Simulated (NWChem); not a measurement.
Molecule: SrCl, doublet; SMILES [Cl][Sr]

```xyz
2

Sr     0.0000     0.0000    -0.8248
Cl     0.0000     0.0000     1.7663
```
Atoms are numbered in this order, from 1.

The geometry was optimised at PBE0/def2-SVP, spin-unrestricted. This spin state was assumed; another may lie lower. No stability test was run on the SCF state. def2 effective core potentials on Sr; no spin-orbit coupling.

Problem. List the 6 lowest vertical excitations from BHandHLYP/def2-SVP with def2 effective core potentials on Sr, spin-unrestricted, TDA (NWChem).

Solution. 
```json
[
 {"state": "state 1", "energy (eV)": "1.92", "oscillator strength": "0.234", "<S²>": "0.75"},
 {"state": "state 2", "energy (eV)": "1.92", "oscillator strength": "0.234", "<S²>": "0.75"},
 {"state": "state 3", "energy (eV)": "1.98", "oscillator strength": "0.160", "<S²>": "0.75"},
 {"state": "state 4", "energy (eV)": "2.02", "oscillator strength": "0.000", "<S²>": "0.75"},
 {"state": "state 5", "energy (eV)": "2.02", "oscillator strength": "0.000", "<S²>": "0.75"},
 {"state": "state 6", "energy (eV)": "3.32", "oscillator strength": "0.117", "<S²>": "0.75"}
]
```
